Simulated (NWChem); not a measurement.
Species: BeH₂Se; SMILES [BeH][SeH]

```xyz
4

Be     0.0181    -1.7547     0.0000
H      0.0248    -3.0813     0.0000
Se     0.0396     0.2879     0.0000
H     -1.4443     0.3107     0.0000
```
Atoms are numbered in this order, from 1.

Program: NWChem. Coordinates come from a B3LYP/6-31G* (spherical d) optimisation. Vertical excitations in the gas phase; the lowest state need not have the same character in each row.

```csv
level,"lowest excitation, singlet (eV)",oscillator strength of that lowest state,"lowest state with f > 0.02, singlet (eV)",oscillator strength of that bright state,orbital gap (eV)
"PBE/aug-cc-pVDZ, TDA",4.42,0.000,5.32,0.059,4.39
"B3LYP/aug-cc-pVDZ, TDA",[?],0.001,[?],[?],[?]
"BHandHLYP/aug-cc-pVDZ, TDA",5.05,0.002,5.76,0.048,7.98
"LDA (Slater exchange, VWN5)/aug-cc-pVDZ, TDA",4.37,0.000,5.36,0.058,4.32
```

Task: What belongs in the gaps?

Result: 
- B3LYP/aug-cc-pVDZ, TDA, lowest excitation, singlet (eV): 4.66
- B3LYP/aug-cc-pVDZ, TDA, lowest state with f > 0.02, singlet (eV): 5.45
- B3LYP/aug-cc-pVDZ, TDA, oscillator strength of that bright state: 0.053
- B3LYP/aug-cc-pVDZ, TDA, orbital gap (eV): 5.84
